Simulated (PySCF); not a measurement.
# Highest orbital energy against ionisation energy along the noble gases

Calculated with PySCF 2.14, no spin-orbit coupling. Each cell gives −ε(HOMO) / ΔSCF in eV; NIST values include spin-orbit coupling, (s) semi-empirical, (t) theoretical.

```csv
species,UHF,LDA,PBE,PBE0,r2SCAN,NIST (lowest levels)
"Ne²⁺ (aug-cc-pVQZ-DK, spin-free X2C)",64.122 / 61.824,52.148 / 63.637,52.545 / 63.876,55.746 / 63.727,53.402 / 63.613,63.423
"Ar²⁺ (aug-cc-pVQZ-DK, spin-free X2C)",40.435 / 39.390,34.109 / 40.853,34.158 / 40.719,36.013 / 40.719,34.604 / 40.694,40.735 ± 0.012 (s)
"Kr²⁺ (aug-cc-pVQZ-DK, spin-free X2C)",35.152 / 34.330,29.993 / 35.833,29.867 / 35.519,31.472 / 35.538,30.313 / 35.614,35.838 ± 0.02
"Xe²⁺ (aug-cc-pVQZ-DK3, spin-free X2C)",30.051 / 29.369,25.917 / 30.847,25.728 / 30.491,27.084 / 30.513,26.057 / 30.506,31.05 ± 0.04 (s)
```

How far is −ε(HOMO) from ΔSCF on average for each method, and why?

UHF 1.21 eV; LDA -7.25 eV; PBE -7.08 eV; PBE0 -5.05 eV; r2SCAN -6.51 eV. Hartree-Fock orbital energies lack relaxation and so exceed the ΔSCF value; semilocal functionals have convex E(N) from self-interaction, so their HOMO lies far too high; exact exchange moves hybrids part of the way back.
